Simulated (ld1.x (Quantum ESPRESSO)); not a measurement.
**What the settings do to the ultrasoft potential of N**

Base potential:

nitrogen, ultrasoft, made with ld1.x (Quantum ESPRESSO) 7.5 (PBE, scalar-relativistic). Core [He], reference 2s2 2p3. Waves: 2s (bound): rcut 1.10, rcutus 1.30 bohr; 2s channel at 3 Ry: rcut 1.10, rcutus 1.30 bohr; 2p (bound): rcut 1.95, rcutus 2.60 bohr; 2p channel at 0.1 Ry: rcut 1.95, rcutus 2.60 bohr; 3d channel at 0.05 Ry: rcut 1.65, rcutus 2.15 bohr; 3d channel at 2.75 Ry: rcut 1.65, rcutus 2.15 bohr. Local part: all-electron potential smoothed inside 1.45 bohr (lloc = -2). Core correction: a·sin(br)/r model core, default radius (core density twice the valence density). Augmentation charge: built from norm-conserving waves at rcut, not smoothed further.

Cutoffs, loose and tight: the cutoffs (Ry, on a coarse ladder) from which the occupation-weighted sum of valence levels, in a spherical-Bessel basis at the reference potential, stays within 10 and 1 mRy of its value at 400 Ry. They do not see the model core or the augmentation charge, which bear on the density cutoff. Test errors are all-electron minus pseudo excitation energies from the reference, over the configurations 2s2 2p2; 2s2 2p1; 2s2 2p0; 2s2 2p3.3; 2s2 2p2.5; 2s1 2p3; 2s1 2p0. A dash means not determined; rows that change the core or the reference have their own tests.

Cutoffs are not given where the Bessel-basis levels miss the radial ones by over 6 mRy, ghosts where they miss by over 20 mRy; a channel whose overlap is not positive is not tested.

```tsv
change	outcome	bound ghosts	largest test error (meV)
base	generated	not determined	+2533
local potential all-electron potential smoothed inside 1.14 bohr (lloc = -2)	generated	not determined	+2534
local potential all-electron potential smoothed inside 1.42 bohr (lloc = -2)	generated	not determined	+2533
local potential all-electron potential smoothed inside 1.88 bohr (lloc = -2)	generated	not determined	+2538
local potential all-electron potential smoothed inside 2.22 bohr (lloc = -2)	generated	not determined	+2546
local potential all-electron potential smoothed inside 2.54 bohr (lloc = -2)	generated	not determined	+2549
local potential all-electron potential smoothed inside 2.96 bohr (lloc = -2)	generated	not determined	+2550
```
